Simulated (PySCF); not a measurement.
SMILES C#CCC(F)(F)F (C4H3F3), B3LYP/def2-SVP optimised geometry.

```
10

C      1.78     0.72     0.00
C      0.57     0.72     0.00
C     -0.89     0.73     0.00
C     -1.52    -0.48    -0.67
F     -1.16    -1.62    -0.07
F     -1.17    -0.57    -1.96
F     -2.86    -0.39    -0.61
H      2.86     0.72     0.00
H     -1.27     1.62    -0.52
H     -1.27     0.76     1.04
```

Density from PySCF with B3LYP/def2-TZVP at that geometry.

Minimum of the electron density along straight lines between bonded atoms, close to the bond critical point (lines longer than 1.1 times the sum of covalent radii, or with two minima, are not listed):

| bond | length / Å | ρ at the minimum / e bohr⁻³ | ∇²ρ there / e bohr⁻⁵ | position (fraction from the first atom) |
|---|---|---|---|---|
| C1–C2 | 1.209 | 0.413 | -1.16 | 0.49 |
| C2–C3 | 1.459 | 0.272 | -0.75 | 0.52 |
| C3–C4 | 1.524 | 0.264 | -0.71 | 0.47 |
| C4–F5 | 1.340 | 0.288 | -0.53 | 0.34 |
| C4–F6 | 1.340 | 0.288 | -0.53 | 0.34 |
| C4–F7 | 1.345 | 0.284 | -0.53 | 0.34 |
| C1–H8 | 1.074 | 0.286 | -1.05 | 0.66 |
| C3–H9 | 1.102 | 0.275 | -0.94 | 0.65 |
| C3–H10 | 1.102 | 0.275 | -0.94 | 0.65 |
